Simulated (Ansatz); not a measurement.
`[OH][Sn]([OH])([Cl])[Cl]` + `N=C(O)[SiH3]` → `[OH][Sn]([OH])([OH])[Cl]` + `N=C([SiH3])Cl`  (redistribution)

Program: Ansatz. Geometries: PBE0-D4/def2-TZVP. ΔE: electronic, gas phase. CCSD(T)/CBS adds triple-zeta CCSD(T) − MP2 to the extrapolated MP2 energy (def2 sets, frozen cores). Functionals use def2-TZVPP. B3LYP here is the variant with VWN-RPA as its local correlation; programs differ in this. HSE06 is defined as in plane-wave codes. Elements past krypton have def2 core potentials. For Sn outer-core shells are correlated without core-valence functions, which leaves a few kJ/mol of doubt a bond. Each species was taken in one conformer, which may not be the lowest.

```json
{"level": "LDA (SPW92)", "ΔE (kJ/mol)": "89.3", "difference from CCSD(T)/CBS": "13.1"}
{"level": "PBE-D4", "ΔE (kJ/mol)": "79.1", "difference from CCSD(T)/CBS": "2.9"}
{"level": "revPBE-D4", "ΔE (kJ/mol)": "75.4", "difference from CCSD(T)/CBS": "-0.8"}
{"level": "BLYP-D4", "ΔE (kJ/mol)": "72.7", "difference from CCSD(T)/CBS": "-3.5"}
{"level": "r2SCAN-D4", "ΔE (kJ/mol)": "81.8", "difference from CCSD(T)/CBS": "5.6"}
{"level": "B97M-V", "ΔE (kJ/mol)": "85.4", "difference from CCSD(T)/CBS": "9.2"}
{"level": "PBE0-D4", "ΔE (kJ/mol)": "88.1", "difference from CCSD(T)/CBS": "11.9"}
{"level": "r2SCAN0-D4", "ΔE (kJ/mol)": "89.1", "difference from CCSD(T)/CBS": "12.9"}
{"level": "BHLYP-D4", "ΔE (kJ/mol)": "91.2", "difference from CCSD(T)/CBS": "15.0"}
{"level": "CAM-B3LYP-D4", "ΔE (kJ/mol)": "86.4", "difference from CCSD(T)/CBS": "10.2"}
{"level": "ωB97X-V", "ΔE (kJ/mol)": "86.2", "difference from CCSD(T)/CBS": "10.0"}
{"level": "ωB97M-V", "ΔE (kJ/mol)": "85.5", "difference from CCSD(T)/CBS": "9.3"}
{"level": "B2PLYP", "ΔE (kJ/mol)": "78.8", "difference from CCSD(T)/CBS": "2.6"}
{"level": "PBE-QIDH", "ΔE (kJ/mol)": "86.9", "difference from CCSD(T)/CBS": "10.7"}
{"level": "PBE", "ΔE (kJ/mol)": "79.5", "difference from CCSD(T)/CBS": "3.3"}
{"level": "revPBE", "ΔE (kJ/mol)": "76.8", "difference from CCSD(T)/CBS": "0.6"}
{"level": "BLYP", "ΔE (kJ/mol)": "73.8", "difference from CCSD(T)/CBS": "-2.4"}
{"level": "PBE0", "ΔE (kJ/mol)": "88.3", "difference from CCSD(T)/CBS": "12.1"}
{"level": "B3LYP", "ΔE (kJ/mol)": "82.1", "difference from CCSD(T)/CBS": "5.9"}
{"level": "r2SCANh", "ΔE (kJ/mol)": "84.8", "difference from CCSD(T)/CBS": "8.6"}
{"level": "r2SCAN0", "ΔE (kJ/mol)": "89.1", "difference from CCSD(T)/CBS": "12.9"}
{"level": "HSE06", "ΔE (kJ/mol)": "88.2", "difference from CCSD(T)/CBS": "12.0"}
{"level": "BHLYP", "ΔE (kJ/mol)": "91.2", "difference from CCSD(T)/CBS": "15.0"}
{"level": "CAM-B3LYP", "ΔE (kJ/mol)": "86.6", "difference from CCSD(T)/CBS": "10.4"}
{"level": "LC-ωPBE", "ΔE (kJ/mol)": "89.6", "difference from CCSD(T)/CBS": "13.4"}
{"level": "RPA@PBE/def2-TZVPP", "ΔE (kJ/mol)": "72.1", "difference from CCSD(T)/CBS": "-4.1"}
{"level": "HF/def2-SVP", "ΔE (kJ/mol)": "120.8", "difference from CCSD(T)/CBS": "44.6"}
{"level": "MP2/def2-SVP", "ΔE (kJ/mol)": "93.4", "difference from CCSD(T)/CBS": "17.2"}
{"level": "CCSD/def2-SVP", "ΔE (kJ/mol)": "98.2", "difference from CCSD(T)/CBS": "22.0"}
{"level": "CCSD(T)/def2-SVP", "ΔE (kJ/mol)": "96.0", "difference from CCSD(T)/CBS": "19.8"}
{"level": "HF/def2-TZVPP", "ΔE (kJ/mol)": "99.8", "difference from CCSD(T)/CBS": "23.6"}
{"level": "MP2/def2-TZVPP", "ΔE (kJ/mol)": "74.7", "difference from CCSD(T)/CBS": "-1.5"}
{"level": "SCS-MP2/def2-TZVPP", "ΔE (kJ/mol)": "74.0", "difference from CCSD(T)/CBS": "-2.2"}
{"level": "CCSD/def2-TZVPP", "ΔE (kJ/mol)": "80.1", "difference from CCSD(T)/CBS": "3.9"}
{"level": "CCSD(T)/def2-TZVPP", "ΔE (kJ/mol)": "76.3", "difference from CCSD(T)/CBS": "0.1"}
{"level": "HF/def2-QZVPP", "ΔE (kJ/mol)": "100.2", "difference from CCSD(T)/CBS": "24.0"}
{"level": "SCS-MP2/def2-QZVPP", "ΔE (kJ/mol)": "74.2", "difference from CCSD(T)/CBS": "-2.0"}
{"level": "HF/CBS(def2)", "ΔE (kJ/mol)": "100.2", "difference from CCSD(T)/CBS": "24.0"}
{"level": "MP2/CBS(def2)", "ΔE (kJ/mol)": "74.7", "difference from CCSD(T)/CBS": "-1.5"}
{"level": "CCSD/CBS(def2)", "ΔE (kJ/mol)": "80.1", "difference from CCSD(T)/CBS": "3.9"}
{"level": "CCSD(T)/CBS", "ΔE (kJ/mol)": "76.2", "difference from CCSD(T)/CBS": "0"}
```

Largest T1 diagnostic among the species: 0.014.

From BLYP to BHLYP (50 % exact exchange), in def2-TZVPP and without D4, ΔE moves by +17.4 kJ/mol. Leaving LDA and LC-ωPBE aside and taking each functional with its dispersion term where it has one, the values spread over 18.6 kJ/mol, from BLYP-D4 to BHLYP-D4. LDA lies +9.8 kJ/mol from PBE without D4.
